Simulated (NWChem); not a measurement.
System: InPH4; SMILES [PH2][InH2]

Here is an NWChem input.

```
start job
memory heap 200 mb stack 900 mb global 1100 mb
geometry units angstroms noautoz
  In    -0.025114     0.700369    -0.012635
  H      1.503293     1.513555    -0.092953
  H     -1.525050     1.556622     0.129252
  P     -0.052868    -1.810282     0.071122
  H      0.921719    -1.958000    -0.963246
  H     -1.171797    -1.931627    -0.808877
end
basis spherical
  * library def2-svp
end
ecp
  In library def2-ecp
end
dft
  xc r2scan
  iterations 150
  mulliken
end
task dft energy
```

Coordinates come from a PBE0/def2-SVP optimisation. def2 effective core potentials on In; no spin-orbit coupling.

**Question.** Predict the main results of this run. (r2SCAN/def2-SVP with def2 effective core potentials on In.) Quantities: energy (Ha); highest occupied level (eV); orbital gap (eV); dipole (D).

**Answer.** 
```yaml
energy (Ha): -533.79
highest occupied level (eV): -6.20
orbital gap (eV): 3.97
dipole (D): 0.95
```
